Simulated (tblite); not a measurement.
Species: C5H13FN2Si.
Structure used (GFN2-xTB), in Å, numbered top down from 1:
```xyz
22
C5H13FN2Si angstrom
N     -2.7965   -0.9775   -0.9490
Si    -2.8124    0.2406    0.2696
F     -3.7734    1.3668   -0.3628
N     -1.3281    1.0376    0.5539
C     -0.1533    0.4118    1.1076
C      0.7331   -0.2307    0.0449
C      2.0551   -0.8552    0.5267
C      2.8077   -0.0771   -0.5634
C      1.5337    0.7311   -0.8532
H     -2.2385   -1.8058   -0.8279
H     -3.6631   -1.2079   -1.4080
H     -3.3813   -0.1283    1.5590
H     -1.0872    1.7947   -0.0686
H     -0.4807   -0.3517    1.8175
H      0.4274    1.1613    1.6596
H      0.1281   -0.9255   -0.5400
H      2.3199   -0.5400    1.5343
H      2.1200   -1.9398    0.4699
H      3.6670    0.4982   -0.2252
H      3.1125   -0.7037   -1.3989
H      1.2257    0.7782   -1.8954
H      1.5739    1.7424   -0.4513
```

Level: GFN2-xTB in tblite, geometry and Hessian alike; calculated harmonic values, unscaled, isolated species. The method is semi-empirical: single wavenumbers can be off by several per cent or more. Modes of hydrogen on silicon can be 10 to 20 % off. One conformer, not necessarily the lowest.

Harmonic wavenumbers (cm⁻¹): 25.6, 43.6, 53.5, 80.4, 152.2, 189.3, 202.7, 236.5, 273.0, 296.8, 415.3, 438.9, 485.4, 515.4, 641.6, 688.1, 717.7, 767.1, 783.4, 802.4, 819.5, 866.1, 905.9, 913.3, 946.5, 995.7, 1037.3, 1039.8, 1087.9, 1116.2, 1143.9, 1171.2, 1180.7, 1190.3, 1215.5, 1239.1, 1249.9, 1255.3, 1265.2, 1307.0, 1342.3, 1379.4, 1473.3, 1475.7, 1486.5, 1496.4, 1517.0, 2288.4, 2903.3, 2962.8, 2969.5, 2993.6, 3000.1, 3012.6, 3013.3, 3017.2, 3022.1, 3446.4, 3481.5, 3521.0.

A = 3190, B = 591.8, C = 576.4 MHz; mass 148.083 u (most abundant isotopes); point group C1, symmetry number 1.

Q: Zero-point energy?

A: Half the sum of the wavenumbers: 39779 cm⁻¹ = 475.86 kJ/mol.

Q: Entropy at 200 K, 1 bar (ideal gas, RRHO, classical rotation)?

A: Translation 162.89, rotation 120.83, vibration 110.05: S = 393.8 J/(mol K).

Q: And Cp and H(200 K) − H(0)?

A: Cp = 133.11 J/(mol K), of which vibrations give 99.85 (their classical limit is 60 R = 498.9); H(200 K) − H(0) = 17.52 kJ/mol without the zero-point energy, 10.86 from vibrations.

Q: Which modes carry the vibrational entropy at 200 K?

A: 25.6 cm⁻¹: 22.39; 43.6 cm⁻¹: 17.99; 53.5 cm⁻¹: 16.30; 80.4 cm⁻¹: 12.98; 152.2 cm⁻¹: 7.96; 189.3 cm⁻¹: 6.36 J/(mol K); the other 54 give 26.06 together.

Q: What must be added to the electronic energy to get the Gibbs energy at 200 K and 1 bar?

A: ZPE + [H(200 K) − H(0)] − T·S = 475.86 + 17.52 − 78.75 = 414.63 kJ/mol.

Hindered rotation and anharmonicity are outside this model. Other conformers, if any are populated, would add a mixing term that is left out. The structure is chiral; the term R ln 2 for an equal mix with its mirror image is left out.
